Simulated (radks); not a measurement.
The nuclear charge of the barium ion Ba+ is varied continuously with 55 electrons held in [Xe] 6s1. Calculated with a radial shooting solver on a logarithmic mesh with Libxc functionals: Dirac Kohn-Sham, PBE, spin-unpolarised, spherical densities, finite nucleus; Fermi nuclear charge, rms radius 4.8378 fm. By the Hellmann-Feynman theorem dE/dZ = E(electron-nucleus)/Z, the electronic potential at the nucleus (averaged over a nucleus of fixed radius).

| Z | E (hartree) | E(electron-nucleus)/Z (hartree) | HOMO | e(HOMO) (eV) | <r> HOMO (bohr) |
|---|---|---|---|---|---|
| 55.5 | -7963.2803 | -348.819 | 6s1/2 | -4.606 | 4.850 |
| 56 | -8138.7945 | -353.239 | 6s1/2 | -7.582 | 4.332 |
| 56.5 | -8316.5204 | -357.666 | 6s1/2 | -10.938 | 3.964 |
| 57 | -8496.4620 | -362.102 | 6s1/2 | -14.634 | 3.680 |

The central difference of E at Z = 56 is -353.240 hartree, to compare with the third column; the second derivative is -8.85 hartree.
